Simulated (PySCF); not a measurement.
B(OH)2(OSiH3) (BH5O3Si), SMILES O([SiH3])B(O)O.

Coordinates come from a PBE0-D3(BJ)/def2-SVP optimisation. One conformer was computed; it need not be the lowest.

These are PBE/def2-TZVP (PySCF) values and carry that method's errors.

Symmetry labels are those of the subgroup Cs that the program uses (full group Cs).

Computed valence orbital energies around the gap with their symmetry:
```csv
orbital,symmetry,energy (eV)
HOMO−7,A",-10.25
HOMO−6,A',-10.21
HOMO−5,A',-8.98
HOMO−4,A",-8.68
HOMO−3,A',-8.26
HOMO−2,A",-7.83
HOMO−1,A',-7.58
HOMO,A",-7.33
LUMO,A',-0.92
LUMO+1,A',-0.05
LUMO+2,A",0.74
LUMO+3,A',0.93
```
